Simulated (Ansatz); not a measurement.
CaO, SMILES [O]=[Ca].

Coordinates come from a PBE0-D3(BJ)/def2-TZVPD optimisation.

Two levels are set side by side: PBE/def2-TZVPD (Ansatz, a quantum-chemistry and plane-wave program) and CAM-B3LYP/def2-TZVPD (Ansatz). Energy differences of separate SCF runs at the same geometry; the states with an electron removed or added have multiplicity 2 and 2. Differences are taken from unrounded values.

```
quantity                           CAM-B3LYP   PBE  PBE minus CAM-B3LYP
---------------------------------  ---------  ----  -------------------
vertical ionisation energy (eV)         6.87  7.38                 0.51
vertical electron affinity (eV)         0.82  0.71                -0.12
vertical singlet–triplet gap (eV)       1.17  1.78                 0.61
```
